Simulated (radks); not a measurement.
Values are calculated unless marked as measured or tabulated.
Initial-state core-level shifts of the terbium ion Tb2+ when its valence configuration changes from [Xe] 4f9. Code: a radial shooting solver on a logarithmic mesh with Libxc functionals. Model: Dirac Kohn-Sham, BLYP, spin-unpolarised, spherical densities, finite nucleus; open shells are shared between the two j in proportion to 2j + 1; Fermi nuclear charge, rms radius 5.06 fm. Shifts are changes of the shell-averaged eigenvalues in eV (positive: less bound); the change of the density at the nucleus, which sets a Mossbauer isomer shift, is in e/bohr^3, on a base of 6.869e+05.

valence               3s       3d       4d       5s  density at nucleus
4f8.5 6p0.5       -5.531   -5.492   -5.208   -3.686              +16.15
4f8.5 5d0.5       -3.744   -3.697   -3.395   -1.856              +13.98
4f8 5d1           -7.869   -7.767   -7.072   -3.773              +29.76
4f8 6p1          -11.631  -11.546  -10.869   -7.531              +35.13
4f7 6p2          -25.231  -25.038  -23.218  -15.469              +80.25
4f7 5d2          -17.092  -16.863  -15.087   -7.671              +66.03
4f8 6s1          -10.423  -10.337   -9.655   -6.330              +83.03
4f7.5 5d1 6p0.5  -14.237  -14.082  -12.900   -7.600              +49.83
4f7 5d1 6p1      -21.066  -20.853  -19.064  -11.520              +72.25
